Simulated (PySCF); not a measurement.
Potential energy of HI along the bond

Set-up: PySCF, scalar-relativistic core potentials, basis sets H def2-SVPD, I def2-SVPD with ECP28. Energies in eV from H + I in their ground configurations at the same level. State: ¹Σ⁺ (singlet), closed shell.

All columns are PBE. A positive dipole means H(−)I(+).

| R (Å) | E (eV) | μ (D) | Mulliken charge on H (basis-dependent) | HOMO (eV) | LUMO (eV) | Mayer bond order | ⟨S²⟩ |
| --- | --- | --- | --- | --- | --- | --- | --- |
| 1.392 | -2.628 | -0.44 | 0.05 | -6.83 | -0.64 | 1.12 | 0.00 |
| 1.457 | -3.041 | -0.43 | 0.07 | -6.81 | -0.95 | 1.11 | 0.00 |
| 1.522 | -3.284 | -0.42 | 0.08 | -6.80 | -1.30 | 1.11 | 0.00 |
| 1.570 | -3.380 | -0.42 | 0.08 | -6.78 | -1.57 | 1.10 | 0.00 |
| 1.619 | -3.418 | -0.42 | 0.08 | -6.77 | -1.84 | 1.10 | 0.00 |
| 1.668 | -3.409 | -0.42 | 0.08 | -6.76 | -2.11 | 1.10 | 0.00 |
| 1.732 | -3.340 | -0.43 | 0.08 | -6.75 | -2.47 | 1.09 | 0.00 |
| 1.813 | -3.186 | -0.44 | 0.08 | -6.74 | -2.90 | 1.09 | 0.00 |
| 1.910 | -2.936 | -0.45 | 0.08 | -6.73 | -3.39 | 1.08 | 0.00 |
| 2.040 | -2.545 | -0.47 | 0.08 | -6.72 | -3.99 | 1.07 | 0.00 |

A fit through these points gives, at Re = 1.632 Å, μ = -0.42 D and dμ/dR = -0.0197 D/Å; the reduced mass is 0.9999 u.

How strong is the fundamental in the double-harmonic approximation, I = 42.26·(dμ/dR)²/μred km/mol?

I = 42.26·(-0.0197)²/0.9999 = 0.0164 km/mol at PBE.

Spin–orbit coupling is left out, which matters for elements this heavy, above all for dissociation energies.
